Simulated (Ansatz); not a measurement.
Job for Ansatz (a first-principles code): U-PBE/def2-TZVPP on HF+, 2S+1 = 2, a spin state set in the input, which need not be the lowest, a point of a bond scan (R = 1.011 Å). Charge +1.

Ansatz 0.2 input:
```yaml
crystal:
  periodic: [false, false, false]
  atoms:
    - {symbol: H, position_ang: [0.00000000, 0.00000000, 0.00000000]}
    - {symbol: F, position_ang: [0.00000000, 0.00000000, 1.01106500]}
basis:
  gaussian:
    orbitals: def2-TZVPP
    pivot_positions_ang: [[0.00000000, 0.00000000, 0.00000000], [0.00000000, 0.00000000, 1.01106500]]
hamiltonian:
  xc: {name: PBE}
total_charge: 1
magnetization: {spin_polarized: true, initial_magnetization: 1}
output: {forces: true, orbitals: {seedname: ./end}}
```

The head of its log:

```
WARN ansatz: RAYON_NUM_THREADS=2 ignored (pool sized by the plan → 2); use --threads N
Functional definition: PBE
integrals: 0.00 GiB planned
215 factors; their error is unknown
mean field: 0.08 GiB planned
mean field evaluation 1: about -2709.4263 eV, gradient 5.0e1 eV
mean field evaluation 2: about -2702.6503 eV, gradient 6.8e1 eV
```

Problem. Predict the final total energy.

Solution. -99.8044 hartree.
